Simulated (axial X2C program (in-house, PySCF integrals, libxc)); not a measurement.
# TaS: bond constants with and without spin–orbit coupling

All values were computed with an axial X2C code built on PySCF integrals. Spin-free means the one-electron spin-free X2C Hamiltonian; two-component (2c) means X2C with spin–orbit coupling and atomic mean-field two-electron Coulomb and Gaunt terms, so the difference of the two also holds small scalar two-electron terms. Basis: Ta dyall-cv3z [13s14p9d7f4g], S dyall-av3z [9s8p3d2f] (cores contracted in-house); Gaussian nuclei, density fitting, unrestricted open shells. Masses: Ta 180.948 u, S 31.972 u.

State, spin-free: M_S = 3/2, Λ = 0 (beyond evenly filled blocks: σα, δ+α, δ-α); electrons by block: σα: 18, σβ: 17, π+α: 9, π+β: 9, π-α: 9, π-β: 9, δ+α: 4, δ+β: 3, δ-α: 4, δ-β: 3, φ+α: 1, φ+β: 1, φ-α: 1, φ-β: 1. Fragments: Ta + S.

State, 2c: Ω = 3/2 (⟨Sz⟩ = -0.48, ⟨Lz⟩ = 1.98 at PBE0); electrons by block: 1/2: 27, -1/2: 27, 3/2: 13, -3/2: 12, 5/2: 4, -5/2: 4, 7/2: 1, -7/2: 1. Fragments: Ta + S.

```tsv
Hamiltonian	level	Re (Å)	ωe (cm⁻¹)	ωexe (cm⁻¹)	Be (cm⁻¹)	αe (cm⁻¹)	De (eV)	D0 (eV)	k (mdyn/Å)	μ (D)
spin-free	PBE0	2.127	542.5	1.24	0.1371	0.000417	5.73	5.70	4.71	-4.76
spin-free	HF	2.154	541.0	1.13	0.1337	0.000379	3.18	3.15	4.69	-6.64
spin-free	CCSD	2.137	545.7	1.19	0.1358	0.000398	4.79	4.76	4.77	n/a
spin-free	CCSD(T)	2.144	535.6	1.2	0.1349	0.000406	n/a	n/a	4.59	n/a
spin-free	TPSS	2.139	524.6	1.3	0.1356	0.000437	6.07	6.04	4.41	-4.37
2c	PBE0	2.099	570.2	1.25	0.1409	0.000413	n/a	n/a	5.21	-3.02
2c	TPSS	2.112	550.0	1.3	0.1391	0.000434	n/a	n/a	4.84	-2.84
```

Correlated methods: 19 electrons correlated (number of frozen shells: Ta 4 s, 3 p, 2 d, 1 f; S 2 s, 1 p), 315 virtual spin orbitals or spinors in MP2, 109 natural virtuals in coupled cluster.

Dipoles are positive if S is the positive end.

Occupations by symmetry block were frozen at the best pattern of an incomplete PBE0 search. Dissociation energies refer to the lowest single-determinant-based atoms at the same level and basis. De is not given where an atomic determinant may have missed its ground term or J level, or where the truncated virtual space spoils (T). Density functionals use the spin component along the axis (collinear). CCSD and (T) use frozen natural virtuals with an MP2 correction for the truncation; (T) itself is uncorrected, so its De runs slightly low. Other states lie close and PBE0, whose exact exchange favours high spin, may order them wrongly; the determinant shown need not be the ground state. The nearest other spin-free determinant of the search, M_S = 1/2, Λ = 2, lies 0.18 eV up at the distance of the search. The functionals have no current-density term, which raises determinants with orbital currents, atoms included. Some points did not converge and are left out. The determinant is spin-polarised beyond a pure state at some levels (its spin-free form has ⟨S²⟩ too high), which makes Re and μ there less reliable.

The spin-free and the 2c determinant differ in configuration, so the two halves of the table describe two states.

No reliable constants came from CCSD (2c), CCSD(T) (2c), HF (2c), MP2 (2c), MP2 (spin-free): no minimum in range, unconverged points, a curve that is not smooth, a change of character along it, or the two Hamiltonians disagreeing along it.

Rough cost a point (2c) on 1 thread(s) of a shared host, integrals apart: PBE0 5 s, TPSS 2.1 s.

The whole task took 22 min on 1 thread of Arm Neoverse N1, on a shared host.
